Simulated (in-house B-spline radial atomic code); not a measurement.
Configurations of Fe VIII (Fe7+), with energies counted from [Ar] (3d3/2)1. Level of theory: Dirac-Hartree-Fock, average of each configuration as written, Fermi nucleus of rms radius 3.7377 fm; calculated with a radial B-spline atomic code at the basis-set limit. Energies include first-order Breit, QED and recoil terms.

Occupations are held fixed; configurations that lie above the ionisation limit could autoionise.

| configuration | E - E(ref) (eV) | highest orbital | its <r> (bohr) |
| --- | --- | --- | --- |
| [Ar] (3d5/2)1 | 0.22419 | 3d5/2 | 0.7826 |
| [Ar] (5f7/2)1 | 114.08 | 5f7/2 | 3.754 |
| [Ne] 3s2 (3p1/2)1 (3p3/2)4 (3d5/2)1 (6d3/2)1 | 177.82 | 6d3/2 | 5.483 |
| [Ne] 3s2 (3p1/2)1 (3p3/2)4 (3d5/2)1 (6f5/2)1 | 180.91 | 6f5/2 | 5.786 |
| [Ne] 3s2 (3p1/2)1 (3p3/2)4 (3d5/2)1 7s1 | 181.76 | 7s1/2 | 6.821 |
| [Ne] 3s2 (3p1/2)2 (3p3/2)3 (3d3/2)1 (7d5/2)1 | 183.81 | 7d5/2 | 7.771 |
| [Ne] 3s2 (3p1/2)2 (3p3/2)3 (3d5/2)1 (7g7/2)1 | 187.47 | 7g7/2 | 7.913 |

(1) Order these further configurations by energy, lowest first.
A. [Ne] 3s2 (3p1/2)2 (3p3/2)3 (3d5/2)1 (4f7/2)1
B. [Ar] (7g9/2)1
C. [Ne] 3s2 (3p1/2)1 (3p3/2)4 (3d5/2)1 5s1
D. [Ar] (6d5/2)1
E. [Ar] (7d5/2)1

(2) How far above the reference does [Ar] (4f5/2)1 lie?

(3) How far above the reference does [Ar] (6p3/2)1 lie?

Results:

(1) D (122.05 eV), E (129.92 eV), B (132.21 eV), A (149.13 eV), C (151.62 eV).

(2) 93.969 eV; its least bound orbital is 4f5/2 with <r> = 2.116 bohr.

(3) 118.03 eV; its least bound orbital is 6p3/2 with <r> = 5.012 bohr.
